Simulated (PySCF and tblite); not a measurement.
Results of a calculation; reference values are marked as such.
C₆H₁₁F, numbered as in [F:1][CH:2]1[CH2:3][CH2:4][CH2:5][CH2:6][CH2:7]1.

Conformers came from 90 starts (ETKDG and KDG, MMFF94s, GFN2-xTB); geometries are PBE0-D3(BJ)/def2-SVP. Free energies are PBE0-D3(BJ)/def2-TZVP single points with GFN2-xTB rigid-rotor and vibrational terms (modes under about 100 cm⁻¹ blended into free rotors). Symmetry numbers and mirror images are counted. Conformers within 4 kcal/mol (GFN2-xTB free energy) were kept, 5 at most. Programs: PySCF with density fitting and tblite.

Rotational constants are equilibrium values for the commonest isotopes; dipoles come from the energy level named.

The 6-ring runs over atoms 2–3–4–5–6–7.

```json
{"conformer": "1", "shape": "6-ring chair (all substituents equatorial)", "symmetry": "Cs"}
{"conformer": "2", "shape": "6-ring chair (F1 axial)", "symmetry": "Cs"}
```

(1) Give the rotational constants and dipole components, as needed to look for these species in a jet-cooled rotational spectrum.

(2) Which type of transition is strongest for conformer 1?

## Answers

(1) 
```tsv
conformer	A (MHz)	B (MHz)	C (MHz)	abs μa (D)	abs μb (D)	abs μc (D)	κ	Ic−Ia−Ib (u Å²)
1	4342	2202	1601	2.00	0.00	0.37	-0.56	-30.1
2	3573	2666	2008	0.95	0.00	1.39	-0.16	-79.3
```

(2) a-type, since that component is clearly the largest; the top is asymmetric (κ = -0.56).
